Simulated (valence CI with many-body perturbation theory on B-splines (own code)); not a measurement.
Energy levels of Xe⁵⁺

Method: relativistic CI+MBPT: three valence electrons over a frozen Dirac-Fock core [Kr] 4d10, radial functions for each j: 11 s, 11 p, 10 d, 8 f, 5 g, 2 h, with the one-electron correlation potential Σ1 (screened to all orders), the two-electron term Σ2, the three-electron term Σ3, Breit, model QED; selected single and double excitations, second order for the rest, scaled by the run's own slope (own B-spline code, finite nucleus).

Against 18 measured levels this calculation errs by 446 cm⁻¹ on average and by 1230 at most. These come from a selection out of Saloman, J. Phys. Chem. Ref. Data 33, 765 (2004). Levels without a partner in it may be off by more, other configurations by several thousand cm⁻¹. The list stops below the first excitations out of the core. 7 measured levels below the end of the list, from 338450 cm⁻¹ on, found no clear computed partner, and computed levels of the same name lie up to 10570 cm⁻¹ from them.

Levels 91 to 135 of 136, with energies above the lowest level, 5s2.5p 2P°_1/2. "Leading %" is the weight of the configuration and term that name the level; weights of strongly mixed levels are sums over their largest components and can fall short. In the jj column 3d3/2^4 stands for four electrons in 3d with j = 3/2. Lifetimes count E1, E2, E3, M1 and M2 decay at the calculated energies, and are blank where another channel may lead or the interval is too uncertain; long ones can be off by a factor of two.

| No. | Configuration | Term | J | E (cm⁻¹) | Leading % | Leading jj | Lifetime |
| --- | --- | --- | --- | --- | --- | --- | --- |
| 91 | 5s2.5g | 2G | 7/2 | 375160 | 95 | 5s^2 5g7/2 (95 %) | 114 ps |
| 92 | 5s2.5g | 2G | 9/2 | 375160 | 95 | 5s^2 5g9/2 (95 %) | 114 ps |
| 93 | 5s.5p.6p | 2D | 3/2 | 377320 | 31 | 5s 5p3/2 6p1/2 (74 %) | 281 ps |
| 94 | 5s.5p.6p | 4P | 5/2 | 377780 | 58 | 5s 5p3/2 6p1/2 (76 %) | 335 ps |
| 95 | 5s.5p.6p | 4D | 7/2 | 379620 | 94 | 5s 5p3/2 6p3/2 (94 %) | 330 ps |
| 96 | 5s.5p.6p | 4S | 3/2 | 383260 | 59 | 5s 5p3/2 6p3/2 (82 %) | 289 ps |
| 97 | 5p2.5d | 4F | 3/2 | 384960 | 72 | 5p1/2^2 5d3/2 (72 %) | 237 ps |
| 98 | 5s.5p.6p | 2D | 5/2 | 385110 | 73 | 5s 5p3/2 6p3/2 (81 %) | 278 ps |
| 99 | 5p2.5d | 4F | 5/2 | 389020 | 52 | 5p1/2^2 5d5/2 (53 %) | 254 ps |
| 100 | 5s.5p.6p | 2S | 1/2 | 390800 | 79 | 5s 5p3/2 6p3/2 (83 %) | 274 ps |
| 101 | 5p2.5d | 2F | 5/2 | 391000 | 64 | 5p1/2 5p3/2 5d3/2 (79 %) | 443 ps |
| 102 | 4f.5p2 | 4G° | 5/2 | 392900 | 66 | 4f5/2 5p1/2^2 (72 %) | 248 ps |
| 103 | 5p2.5d | 2F | 7/2 | 394730 | 51 | 5p1/2 5p3/2 5d3/2 (53 %) | 345 ps |
| 104 | 4f.5p2 | 4G° | 7/2 | 395180 | 35 | 4f7/2 5p1/2^2 (69 %) | 257 ps |
| 105 | 5p2.5d | 4F | 7/2 | 395590 | 52 | 5p1/2 5p3/2 5d5/2 (87 %) | 280 ps |
| 106 | 5p2.5d | 2P | 3/2 | 395650 | 55 | 5p1/2 5p3/2 5d3/2 (72 %) | 130 ps |
| 107 | 5p2.5d | 4D | 1/2 | 397320 | 78 | 5p1/2 5p3/2 5d3/2 (94 %) | 157 ps |
| 108 | 5s2.6f | 2F° | 5/2 | 397450 | 96 | 5s^2 6f5/2 (96 %) | 160 ps |
| 109 | 5s2.6f | 2F° | 7/2 | 397590 | 96 | 5s^2 6f7/2 (96 %) | 164 ps |
| 110 | 5s2.7d | 2D | 3/2 | 398460 | 78 | 5s^2 7d3/2 (78 %) | 618 ps |
| 111 | 4f.5p2 | 2G° | 7/2 | 398820 | 64 | 4f5/2 5p1/2 5p3/2 (86 %) | 397 ps |
| 112 | 5s2.7d | 2D | 5/2 | 399670 | 85 | 5s^2 7d5/2 (85 %) | 824 ps |
| 113 | 5p2.5d | 4F | 9/2 | 400080 | 73 | 5p1/2 5p3/2 5d5/2 (73 %) | 317 ps |
| 114 | 4f.5p2 | 4G° | 9/2 | 401600 | 44 | 4f5/2 5p1/2 5p3/2 (44 %) | 376 ps |
| 115 | 5p2.5d | 4D | 3/2 | 402080 | 55 | 5p1/2 5p3/2 5d5/2 (67 %) | 119 ps |
| 116 | 5p2.5d | 4D | 5/2 | 402450 | 57 | 5p1/2 5p3/2 5d5/2 (58 %) | 130 ps |
| 117 | 4f.5p2 | 2D° | 5/2 | 402830 | 60 | 4f5/2 5p1/2 5p3/2 (72 %) | 204 ps |
| 118 | 4f.5p2 | 4G° | 9/2 | 403360 | 39 | 4f7/2 5p1/2 5p3/2 (86 %) | 270 ps |
| 119 | 4f.5p2 | 4D° | 7/2 | 403510 | 56 | 4f7/2 5p1/2 5p3/2 (72 %) | 206 ps |
| 120 | 4f.5p2 | 4G° | 11/2 | 405210 | 63 | 4f7/2 5p1/2 5p3/2 (83 %) | 307 ps |
| 121 | 4f.5p2 | 4D° | 5/2 | 406020 | 51 | 4f7/2 5p1/2 5p3/2 (71 %) | 202 ps |
| 122 | 5s.5p.6p | 2P | 1/2 | 406540 | 67 | 5s 5p3/2 6p1/2 (58 %) | 90.4 ps |
| 123 | 4f.5p2 | 4F° | 3/2 | 406760 | 52 | 4f5/2 5p1/2 5p3/2 (92 %) | 174 ps |
| 124 | 4f.5p2 | 2F° | 7/2 | 406810 | 56 | 4f7/2 5p1/2 5p3/2 (66 %) | 392 ps |
| 125 | 4f.5p2 | 2F° | 5/2 | 407280 | 51 | 4f5/2 5p1/2 5p3/2 (70 %) | 396 ps |
| 126 | 5s.5p.6p | 2D | 3/2 | 408390 | 48 | 5s 5p3/2 6p1/2 (62 %) | 93.2 ps |
| 127 | 5s2.8s | 2S | 1/2 | 409660 | 92 | 5s^2 8s (92 %) | 143 ps |
| 128 | 4f.5p2 | 4D° | 3/2 | 410030 | 55 | 4f5/2 5p1/2 5p3/2 (56 %) | 209 ps |
| 129 | 5p2.5d | 2G | 7/2 | 410250 | 46 | 5p1/2 5p3/2 5d5/2 (29 %) | 265 ps |
| 130 | 5p2.5d | 4P | 5/2 | 410790 | 44 | 5p1/2 5p3/2 5d5/2 (58 %) | 49.5 ps |
| 131 | 4f.5p2 | 2H° | 9/2 | 410810 | 56 | 4f5/2 5p1/2 5p3/2 (43 %) | 851 ps |
| 132 | 5p2.5d | 2P | 1/2 | 411390 | 48 | 5p3/2^2 5d5/2 (38 %) | 77.1 ps |
| 133 | 4f.5p2 | 4D° | 1/2 | 411400 | 83 | 4f5/2 5p1/2 5p3/2 (65 %) | 172 ps |
| 134 | 5p2.5d | 4D | 7/2 | 412150 | 40 | 5p3/2^2 5d5/2 (69 %) | 231 ps |
| 135 | 5s.5p.6p | 2P | 3/2 | 412420 | 37 | 5s 5p3/2 6p3/2 (35 %) | 61.8 ps |

Names give the largest LS component (configuration and term), which can be under half, so a name can repeat, a term be missing and a line seem to break the LS rules; names also repeat where a configuration has a term twice.

Where two levels of one J and parity lie close, their mixing, g and order are uncertain.
